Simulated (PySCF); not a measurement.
C3H10OSi, SMILES CC(O)([SiH3])C.

Geometry optimised at B3LYP-D3(BJ)/def2-SVP. Other conformers were not sampled.

Calculation: PySCF with TDDFT-CAM-B3LYP/def2-SVPD.

Vertical excitations. Isolated molecule, no solvent. State labels are in the subgroup Cs.

```csv
state,symmetry,energy (eV),λ (nm),f,main pairs
S1,A",7.17,173,0.016,"HOMO−1→LUMO 75 %, HOMO−1→LUMO+2 19 %"
S2,A',7.54,164,0.027,HOMO→LUMO 92 %
S3,A',8.26,150,0.009,HOMO→LUMO+2 82 %
S4,A",8.38,148,0.008,"HOMO−1→LUMO+2 70 %, HOMO−1→LUMO 15 %"
S5,A",8.45,147,0.009,"HOMO→LUMO+3 73 %, HOMO→LUMO+6 15 %"
S6,A',8.50,146,0.436,"HOMO→LUMO+1 64 %, HOMO→LUMO+4 23 %"
S7,A",8.59,144,0.001,"HOMO−1→LUMO+4 48 %, HOMO−1→LUMO+1 32 %"
S8,A',8.83,140,0.008,"HOMO→LUMO+4 27 %, HOMO−1→LUMO+3 17 %, HOMO→LUMO+1 15 %, HOMO→LUMO+5 13 %"
S9,A',8.88,140,0.001,"HOMO−1→LUMO+3 40 %, HOMO−3→LUMO 26 %, HOMO−3→LUMO+1 12 %, HOMO−3→LUMO+2 7 %"
S10,A",8.93,139,0.007,"HOMO−2→LUMO+1 32 %, HOMO−2→LUMO 31 %, HOMO−2→LUMO+4 13 %, HOMO−2→LUMO+2 6 %"
T1,A",6.86,181,0,"HOMO−1→LUMO 66 %, HOMO−1→LUMO+2 24 %"
T2,A',7.23,171,0,"HOMO→LUMO 71 %, HOMO→LUMO+1 18 %"
T3,A',7.71,161,0,"HOMO→LUMO+1 39 %, HOMO→LUMO+2 35 %, HOMO→LUMO 10 %"
T4,A',7.95,156,0,"HOMO→LUMO+2 33 %, HOMO→LUMO+4 17 %, HOMO→LUMO+1 14 %, HOMO→LUMO 13 %"
```
Triplets are in the Tamm–Dancoff approximation, which puts them higher than full response would, so one can lie above its singlet here.
